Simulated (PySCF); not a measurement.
PySCF input for C₄H₁₀OSi, SMILES O1[C@]([SiH3])(CC1)C, TDA-PBE/def2-SVPD. Geometry optimised at B3LYP-D3(BJ)/def2-SVP. The structure was generated by enumeration; whether it is a known compound was not checked.

```python
import numpy as np
from pyscf import gto, scf, dft, tdscf

mol = gto.M(
    atom='''
    C     0.05180416    1.55284326    1.05462155
    C    -0.02191444    0.26516910    0.25500893
    Si    1.60959345   -0.19323952   -0.63046795
    C    -0.74907545   -0.92476232    0.93703091
    C    -1.70253972   -0.85143189   -0.26672922
    O    -1.06684958    0.33378777   -0.77154605
    H     0.77809511    1.45922391    1.87885918
    H    -0.93601869    1.79291969    1.48181939
    H     0.35996527    2.39650149    0.41684081
    H     1.39865632   -1.45973399   -1.38882718
    H     1.99349111    0.89779680   -1.57026808
    H     2.71595964   -0.40132427    0.35456949
    H    -1.20702946   -0.65690622    1.90095976
    H    -0.18299691   -1.85989710    1.05854661
    H    -2.77022720   -0.68573586   -0.04164831
    H    -1.61905428   -1.69870245   -0.97152476
    ''',
    basis='def2-SVPD',
    charge=0,
    spin=0,
    max_memory=1600,
    verbose=4,
)
mf = dft.RKS(mol, xc='pbe').density_fit(auxbasis='def2-universal-jkfit')
mf.grids.level = 3
mf.conv_tol = 1e-9
mf.max_cycle = 100
mf.kernel()
mf.grids = dft.Grids(mol).set(level=1).build(with_non0tab=True)  # coarser grid for the response kernel
td = tdscf.TDA(mf)
td.singlet = True
td.nstates = 6
td.conv_tol = 1e-4
td.positive_eig_threshold = 1e-6
td.kernel(x0=td.get_init_guess(mf, 11))
td.analyze()
tt = tdscf.TDA(mf)
tt.singlet = False
tt.nstates = 2
tt.conv_tol = 1e-4
tt.positive_eig_threshold = 1e-6
tt.kernel(x0=tt.get_init_guess(mf, 7))
tt.analyze(verbose=3)
```

Log of the run:

```
PySCF version 2.14.0

[INPUT] verbose = 4
[INPUT] num. atoms = 16
[INPUT] num. electrons = 56
[INPUT] charge = 0
[INPUT] spin (= nelec alpha-beta = 2S) = 0
[INPUT] symmetry False subgroup None
[INPUT] Mole.unit = angstrom
[INPUT] Symbol           X                Y                Z      unit          X                Y                Z       unit  Magmom
[INPUT]  1 C      0.051804160000   1.552843260000   1.054621550000 AA    0.097895674513   2.934448475777   1.992945894564 Bohr   0.0
[INPUT]  2 C     -0.021914440000   0.265169100000   0.255008930000 AA   -0.041412289773   0.501096975697   0.481897037018 Bohr   0.0
[INPUT]  3 Si     1.609593450000  -0.193239520000  -0.630467950000 AA    3.041690792394  -0.365169769242  -1.191411755816 Bohr   0.0
[INPUT]  4 C     -0.749075450000  -0.924762320000   0.937030910000 AA   -1.415547447135  -1.747547515117   1.770731790152 Bohr   0.0
[INPUT]  5 C     -1.702539720000  -0.851431890000  -0.266729220000 AA   -3.217333786994  -1.608973085821  -0.504045175219 Bohr   0.0
[INPUT]  6 O     -1.066849580000   0.333787770000  -0.771546050000 AA   -2.016053522307   0.630767469029  -1.458010726990 Bohr   0.0
[INPUT]  7 H      0.778095110000   1.459223910000   1.878859180000 AA    1.470386656763   2.757533544317   3.550529276825 Bohr   0.0
[INPUT]  8 H     -0.936018690000   1.792919690000   1.481819390000 AA   -1.768818971574   3.388127177440   2.800232813170 Bohr   0.0
[INPUT]  9 H      0.359965270000   2.396501490000   0.416840810000 AA    0.680235774655   4.528731473212   0.787714968442 Bohr   0.0
[INPUT] 10 H      1.398656320000  -1.459733990000  -1.388827180000 AA    2.643077387192  -2.758497455819  -2.624503004552 Bohr   0.0
[INPUT] 11 H      1.993491110000   0.897796800000  -1.570268080000 AA    3.767152229655   1.696590067511  -2.967376613347 Bohr   0.0
[INPUT] 12 H      2.715959640000  -0.401324270000   0.354569490000 AA    5.132419884972  -0.758392957441   0.670039228227 Bohr   0.0
[INPUT] 13 H     -1.207029460000  -0.656906220000   1.900959760000 AA   -2.280955103682  -1.241372845323   3.592293320219 Bohr   0.0
[INPUT] 14 H     -0.182996910000  -1.859897100000   1.058546610000 AA   -0.345814041542  -3.514696138873   2.000363182987 Bohr   0.0
[INPUT] 15 H     -2.770227200000  -0.685735860000  -0.041648310000 AA   -5.234970710821  -1.295852969193  -0.078703899451 Bohr   0.0
[INPUT] 16 H     -1.619054280000  -1.698702450000  -0.971524760000 AA   -3.059569170005  -3.210082397628  -1.835915719634 Bohr   0.0

nuclear repulsion = 313.169509446704
number of shells = 91
number of NR pGTOs = 295
number of NR cGTOs = 207
basis = def2-SVPD
ecp = {}


******** <class 'pyscf.df.df_jk.DFRKS'> ********
method = DFRKS
initial guess = minao
damping factor = 0
level_shift factor = 0
DIIS = <class 'pyscf.scf.diis.CDIIS'>
diis_start_cycle = 1
diis_space = 8
diis_damp = 0
SCF conv_tol = 1e-09
SCF conv_tol_grad = None
SCF max_cycles = 100
direct_scf = False
XC library pyscf.dft.libxc version 7.1.2
    S. Lehtola, C. Steigemann, M. J. T. Oliveira, and M. A. L. Marques,  SoftwareX 7, 1–5 (2018)
XC functionals = pbe
    J. P. Perdew, K. Burke, and M. Ernzerhof,  Phys. Rev. Lett. 77, 3865 (1996)
    J. P. Perdew, K. Burke, and M. Ernzerhof,  Phys. Rev. Lett. 78, 1396 (1997)
    J. P. Perdew, K. Burke, and M. Ernzerhof,  Phys. Rev. Lett. 77, 3865 (1996)
    J. P. Perdew, K. Burke, and M. Ernzerhof,  Phys. Rev. Lett. 78, 1396 (1997)
radial grids:
    Treutler-Ahlrichs [JCP 102, 346 (1995); DOI:10.1063/1.469408] (M4) radial grids

becke partition: Becke, JCP 88, 2547 (1988); DOI:10.1063/1.454033
pruning grids: <function nwchem_prune>
grids dens level: 3
symmetrized grids: False
atomic radii adjust function: <function treutler_atomic_radii_adjust>
small_rho_cutoff = 0
Set gradient conv threshold to 3.16228e-05
Initial guess from minao.
tot grids = 187816
init E= -522.631166693451
  HOMO = -0.29714692629821  LUMO = -0.0500775148725072  gap/eV = 6.72310
cycle= 1 E= -522.311765876639  delta_E= 0.319  |g|= 0.667  |ddm|= 5.71
  HOMO = -0.057144848281244  LUMO = 0.00379645523336114  gap/eV = 1.65830
cycle= 2 E= -521.866666183897  delta_E= 0.445  |g|= 1.58  |ddm|= 4.01
  HOMO = -0.209663749353835  LUMO = -0.00480239434642904  gap/eV = 5.57456
cycle= 3 E= -522.401678383178  delta_E= -0.535  |g|= 0.233  |ddm|= 3.51
  HOMO = -0.202438920717762  LUMO = -0.0114197311873259  gap/eV = 5.19790
cycle= 4 E= -522.41289149353  delta_E= -0.0112  |g|= 0.083  |ddm|= 0.417
  HOMO = -0.201356376633408  LUMO = -0.0112923540340204  gap/eV = 5.17191
cycle= 5 E= -522.414430216955  delta_E= -0.00154  |g|= 0.0217  |ddm|= 0.159
  HOMO = -0.202384779064712  LUMO = -0.0110169792491015  gap/eV = 5.20738
cycle= 6 E= -522.4145338463  delta_E= -0.000104  |g|= 0.00984  |ddm|= 0.0599
  HOMO = -0.201929357310031  LUMO = -0.0108231858969385  gap/eV = 5.20026
cycle= 7 E= -522.414556533894  delta_E= -2.27e-05  |g|= 0.00156  |ddm|= 0.016
  HOMO = -0.202072916922587  LUMO = -0.0108658796381778  gap/eV = 5.20301
cycle= 8 E= -522.414557156303  delta_E= -6.22e-07  |g|= 0.0004  |ddm|= 0.00437
  HOMO = -0.202077435246879  LUMO = -0.0108560552499353  gap/eV = 5.20340
cycle= 9 E= -522.414557196688  delta_E= -4.04e-08  |g|= 0.000127  |ddm|= 0.00107
  HOMO = -0.202084283192711  LUMO = -0.010857756112967  gap/eV = 5.20354
cycle= 10 E= -522.4145572005  delta_E= -3.81e-09  |g|= 4.39e-05  |ddm|= 0.000266
  HOMO = -0.202088486003646  LUMO = -0.0108599477456561  gap/eV = 5.20359
cycle= 11 E= -522.414557200959  delta_E= -4.59e-10  |g|= 1.43e-05  |ddm|= 0.000127
  HOMO = -0.2020833279364  LUMO = -0.010858465361419  gap/eV = 5.20349
Extra cycle  E= -522.414557200862  delta_E= 9.71e-11  |g|= 2.64e-05  |ddm|= 7.63e-05
converged SCF energy = -522.414557200862
tot grids = 57032
Overwritten attributes  positive_eig_threshold  of <class 'pyscf.tdscf.rks.TDA'>


******** <class 'pyscf.tdscf.rks.TDA'> for <class 'pyscf.df.df_jk.DFRKS'> ********
nstates = 6 singlet
deg_eia_thresh = 1.000e-03
wfnsym = None
conv_tol = 0.0001
eigh lindep = 1e-12
eigh level_shift = 0
eigh max_cycle = 100


Excitation energies (eV)
[5.26496004 5.7132805  5.91812331 6.03854331 6.16413293 6.29446079]

** Singlet excitation energies and oscillator strengths **
Excited State   1:      5.26496 eV    235.49 nm  f=0.0024
      28 -> 29       -0.69928
Excited State   2:      5.71328 eV    217.01 nm  f=0.0091
      28 -> 30       -0.68495
      28 -> 31       -0.13618
Excited State   3:      5.91812 eV    209.50 nm  f=0.0479
      28 -> 31       -0.62652
      28 -> 33        0.28510
Excited State   4:      6.03854 eV    205.32 nm  f=0.0300
      28 -> 32        0.61030
      28 -> 33        0.34711
Excited State   5:      6.16413 eV    201.14 nm  f=0.0594
      28 -> 30        0.11947
      28 -> 31       -0.25694
      28 -> 32        0.33565
      28 -> 33       -0.53814
Excited State   6:      6.29446 eV    196.97 nm  f=0.0145
      28 -> 34       -0.70379

** Transition electric dipole moments (AU) **
state          X           Y           Z        Dip. S.      Osc.
  1         0.1251      0.0117      0.0564      0.0190      0.0024
  2        -0.1671     -0.0194      0.1923      0.0653      0.0091
  3        -0.4632      0.2365      0.2441      0.3301      0.0479
  4         0.3036     -0.2504     -0.2185      0.2026      0.0300
  5        -0.6195      0.0060      0.0982      0.3934      0.0594
  6         0.0554      0.2259      0.1998      0.0940      0.0145

** Transition velocity dipole moments (imaginary part, AU) **
state          X           Y           Z        Dip. S.      Osc.
  1        -0.0049      0.0164      0.0061      0.0003      0.0011
  2        -0.0240      0.0036     -0.0058      0.0006      0.0020
  3        -0.0631      0.0166      0.0530      0.0071      0.0217
  4         0.0656     -0.0368     -0.0384      0.0071      0.0214
  5        -0.0948      0.0064      0.0528      0.0118      0.0348
  6         0.0222      0.0430      0.0407      0.0040      0.0115

** Transition magnetic dipole moments (imaginary part, AU) **
state          X           Y           Z
  1        -0.1778     -0.1379     -0.1277
  2         0.2674      0.6431      0.0608
  3        -0.0899      0.2115     -0.2083
  4        -0.0457      0.1809     -0.1948
  5        -0.0939     -0.1068     -0.3657
  6        -0.0517     -0.0870      0.0537


******** <class 'pyscf.tdscf.rks.TDA'> for <class 'pyscf.df.df_jk.DFRKS'> ********
nstates = 2 triplet
deg_eia_thresh = 1.000e-03
wfnsym = None
conv_tol = 0.0001
eigh lindep = 1e-12
eigh level_shift = 0
eigh max_cycle = 100


Excitation energies (eV)
[5.1229441  5.39184834]

** Triplet excitation energies and oscillator strengths **
Excited State   1:      5.12294 eV    242.02 nm  f=0.0000
Excited State   2:      5.39185 eV    229.95 nm  f=0.0000
```

Self-consistency was reached.
